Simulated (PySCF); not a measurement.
C2H7ClOSi, SMILES C[C@@H](O)[SiH2]Cl.

Geometry optimised at r2SCAN-D4/def2-SVP. The structure was generated by enumeration; whether it is a known compound was not checked. Other conformers were not sampled.

Level of theory: TDDFT-CAM-B3LYP/def2-SVPD in PySCF.

Vertical excitations. Gas-phase values at a fixed geometry.

Computed lowest excited states:
```tsv
state	energy (eV)	λ (nm)	f	main pairs
S1	6.67	186	0.005	HOMO→LUMO 69 %, HOMO→LUMO+1 15 %
S2	6.81	182	0.004	HOMO→LUMO+1 68 %, HOMO→LUMO 21 %
S3	7.61	163	0.012	HOMO−1→LUMO 48 %, HOMO−1→LUMO+1 38 %
S4	7.67	162	0.022	HOMO→LUMO+3 46 %, HOMO→LUMO+2 16 %, HOMO→LUMO+4 13 %
S5	8.00	155	0.014	HOMO→LUMO+4 51 %, HOMO→LUMO+3 21 %, HOMO→LUMO+5 14 %
S6	8.11	153	0.023	HOMO−2→LUMO 30 %, HOMO−2→LUMO+1 23 %, HOMO→LUMO+2 15 %, HOMO→LUMO+3 7 %
S7	8.20	151	0.078	HOMO→LUMO+2 33 %, HOMO−2→LUMO 22 %, HOMO→LUMO+3 12 %, HOMO−1→LUMO+1 7 %
S8	8.32	149	0.064	HOMO−1→LUMO+1 35 %, HOMO−1→LUMO 27 %, HOMO−1→LUMO+4 7 %, HOMO→LUMO+2 5 %
S9	8.36	148	0.047	HOMO−2→LUMO+1 34 %, HOMO−2→LUMO 13 %, HOMO−3→LUMO 13 %, HOMO→LUMO+2 7 %
S10	8.59	144	0.024	HOMO→LUMO+5 38 %, HOMO→LUMO+7 17 %, HOMO→LUMO+4 11 %, HOMO−3→LUMO 8 %
T1	6.36	195	0	HOMO→LUMO+1 38 %, HOMO→LUMO 33 %, HOMO→LUMO+2 12 %
T2	6.50	191	0	HOMO→LUMO 51 %, HOMO→LUMO+1 36 %
T3	7.18	173	0	HOMO−1→LUMO 52 %, HOMO−1→LUMO+1 32 %
T4	7.25	171	0	HOMO→LUMO+3 46 %, HOMO→LUMO+4 23 %, HOMO→LUMO+5 8 %, HOMO→LUMO+1 7 %
```
Triplets are in the Tamm–Dancoff approximation, which puts them higher than full response would, so one can lie above its singlet here.
